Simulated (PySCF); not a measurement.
Consider 2-fluorobenzonitrile, `N#Cc1ccccc1F` (C7H4FN). Non-hydrogen atoms are numbered in `[N:1]#[C:2][c:3]1[cH:4][cH:5][cH:6][cH:7][c:8]1[F:9]`. These are map numbers, not IUPAC locants.

Computed at ωB97X-D3(BJ)/ma-def2-TZVP // PBE0-D3(BJ)/def2-SVP with PySCF (density fitting, grid level 2). ωB97X-D3(BJ) is ωB97X-V with D3(BJ) in place of VV10. Zero-point and thermal terms (298.15 K, 1 bar) come from unscaled PBE0-D3(BJ)/def2-SVP harmonic frequencies, with soft modes damped to free rotors in the entropy.

(1) What are the vertical and the adiabatic ionisation energy for forming the radical cation?

(2) Where does the unpaired spin of the relaxed radical cation sit?

(3) What oxidation potential follows in acetonitrile (IEF-PCM), given that Fc+/Fc comes at 4.54 V absolute with this functional and basis?

(4) How far is −ε(HOMO) from the vertical value by ΔSCF?

## Answers

(1) 9.83 eV vertical and 9.63 eV adiabatic, the latter with zero-point energy.

(2) C5 (aromatic carbon) 0.36, C8 (aromatic carbon) 0.28, C3 (aromatic carbon) 0.26, N1 (nitrile nitrogen) 0.19 (intrinsic atomic orbital populations).

(3) In the gas phase ΔG of oxidation is 9.607 eV, and solvation is -28.9 kJ/mol for the parent and -253.4 kJ/mol for the product, so the absolute potential is 7.28 V, or 2.74 V against Fc+/Fc. Fc+/Fc in acetonitrile, 4.54 V, is ωB97X-D3(BJ)/ma-def2-TZVP on PBE0-D3(BJ)/def2-SVP structures with GFN2-xTB thermal terms. Benchmark calculations put it near 5.0 V in acetonitrile and DMSO, so it is about 0.5 V low, and the value against it can read up to that much too high. The solvent is electrostatics only, on gas-phase structures; the absolute scale refers to an electron at rest in vacuum.

(4) −ε(HOMO) = 10.02 eV, which is 0.20 eV above the ΔSCF value.

Differences come from unrounded values, so a last digit can differ from that of the printed terms.
